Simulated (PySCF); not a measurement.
**Radial density of Ni⁺ (nickel, charge +1)**

UHF, [Ar] 3d8 4s1, high-spin 4F determinant (an excited configuration). Calculation: PySCF 2.14, in ANO-RCC-VTZP; the spin-free X2C one-electron Hamiltonian (Gaussian nucleus).

| r (bohr) | 4πr²ρ (e/bohr) | 4πr²(ρα − ρβ) |
| --- | --- | --- |
| 0.000959 | 0.2572 | 0.0001 |
| 0.00161 | 0.6444 | 0.0003 |
| 0.00271 | 1.580 | 0.0006 |
| 0.00457 | 3.737 | 0.0015 |
| 0.00768 | 8.320 | 0.0033 |
| 0.0129 | 16.65 | 0.0064 |
| 0.0217 | 27.68 | 0.0096 |
| 0.0365 | 34.05 | 0.0085 |
| 0.0615 | 29.02 | 0.0027 |
| 0.103 | 28.92 | 0.0301 |
| 0.174 | 38.49 | 0.1911 |
| 0.293 | 22.23 | 0.7829 |
| 0.492 | 18.06 | 1.9576 |
| 0.828 | 17.04 | 1.8493 |
| 1.39 | 4.405 | 0.8461 |
| 2.34 | 0.8505 | 0.5128 |
| 3.94 | 0.1672 | 0.1536 |
| 6.62 | 0.003203 | 0.0032 |
| 11.1 | 0.0003687 | 0.0004 |

Densities and radii are taken from the X2C orbitals without a picture-change correction, which distorts them close to the nucleus.
